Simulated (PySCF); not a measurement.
## [AuCl2]-: computed shieldings and shifts

[AuCl2]-, point group D∞h.

Cartesian coordinates in Å; atom numbers follow the order of the lines, from 1:
```xyz
3

Au    0.0007    0.0004    0.0000
Cl   -0.0184   -0.0228    2.3146
Cl    0.0176    0.0223   -2.3146
```

Total charge -1.

GIAO calculations in PySCF on the PBE0-D3(BJ)/def2-SVP structure: isolated species, scalar relativity only through the core potential, equivalent atoms averaged; basis pcSseg-1 (def2-TZVP on Au).

Q: Give the isotropic shieldings (ppm) with KT2, PBE0.

A: 
```json
{"atoms": "Cl2/Cl3", "environment": "chlorine bonded to Au", "KT2": "1085", "PBE0": "1135"}
{"atoms": "HOMO–LUMO gap (eV)", "environment": "–", "KT2": "4.36", "PBE0": "6.62"}
```

Q: And the chemical shifts, against references computed in the same way?

A: 
| atoms | nucleus, reference | KT2 | PBE0 |
| --- | --- | --- | --- |
| Cl2/Cl3 | 35Cl, HCl | -142 | -191 |

Q: Which part of the shielding of Cl2/Cl3 depends on the functional?

A: Diamagnetic: KT2 1150, PBE0 1148 ppm; paramagnetic: KT2 -66, PBE0 -14 ppm. The diamagnetic part, set mainly by inner electrons, hardly moves; the paramagnetic part goes with low-lying magnetically allowed excitations and carries the spread.

Au is described by an effective core potential, so it has no shielding of its own here; spin–orbit effects on the atoms bonded to it, which can be large, are absent, and the values of these neighbours are rough.
